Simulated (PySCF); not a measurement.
A thermochemical cycle for SrF

PBE in PySCF with def2-SVPD on every atom (core potentials on Sr), for the lowest determinant that a PBE0 search found; no spin–orbit coupling. SrF, a doublet (σ ↑), has De = 5.77 eV to neutral atoms, and SrF⁺, a singlet (closed shell), has De = 5.92 eV to Sr⁺ + F.

At the same level the Sr atom ionises at 5.70 eV.

What is the adiabatic ionisation energy of the molecule, and does ionisation strengthen or weaken the bond?

IE = IE(Sr) + De(neutral) − De(ion) = 5.70 + 5.77 − 5.92 = 5.55 eV. De changes by +0.15 eV, so ionisation strengthens the bond.

For an ion De counts to the pair picked by the measured ionisation energies or electron affinities, which need not be the lowest pair at this level. States were picked by a PBE0 search and need not be the measured ground states.
